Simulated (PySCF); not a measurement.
Basis and Hamiltonian dependence of the excitation energy of Si

Si [Ne] 3s2 3p2 (3P) → Si [Ne] 3s1 3p2 4s1 (5P). Calculated with PySCF 2.14 from differences of total energies of unrestricted determinants, without spin-orbit coupling. Values in eV.

```csv
basis,Hamiltonian,functions,UHF,PBE,PBE0,MP2 (valence),CCSD(T) (valence),CCSD(T) (valence and next inner shell)
aug-cc-pVDZ-DK,spin-free X2C,27,8.693,10.147,10.082,9.599,9.970,n/a
aug-cc-pwCVDZ,non-relativistic,36,8.651,10.106,10.040,9.575,9.948,10.049
aug-cc-pVTZ-DK,spin-free X2C,50,8.641,10.109,10.043,9.746,n/a,n/a
dyall-av2z,non-relativistic,50,8.612,10.071,10.003,9.542,9.909,n/a
"x2c-TZVPPall with one added diffuse shell each of s, p, d type",spin-free X2C,51,8.616,10.097,10.031,9.713,10.051,10.152
aug-cc-pV(T+d)Z,non-relativistic,55,8.603,10.066,10.002,9.710,10.047,n/a
aug-cc-pCVTZ-DK,spin-free X2C,75,8.635,10.112,10.043,9.750,10.084,10.183
aug-cc-pwCVTZ,non-relativistic,75,8.594,10.069,10.001,9.718,10.050,10.160
def2-QZVPPD,non-relativistic,76,8.523,10.010,9.943,9.720,10.022,10.135
dyall-av3z,spin-free X2C,84,8.503,10.023,9.950,9.639,9.973,n/a
dyall-av3z,non-relativistic,84,8.464,9.980,9.908,9.601,9.937,n/a
"aug-cc-pCVTZ-DK with one added diffuse shell each of s, p, d, f type",spin-free X2C,91,8.460,10.008,9.932,9.606,9.948,10.050
dyall-acv3z,non-relativistic,113,8.464,9.979,9.907,9.615,9.946,n/a
aug-cc-pCVQZ-DK,spin-free X2C,134,8.527,10.033,9.963,9.732,n/a,n/a
```

Frozen in the all-electron rows: valence: [Ne]; valence and next inner shell: 1s2.

The upper state lies above the first ionisation limit, but in LS coupling its spin forbids autoionisation to the ground ion. A Rydberg-like electron needs more diffuse functions than a valence basis has.
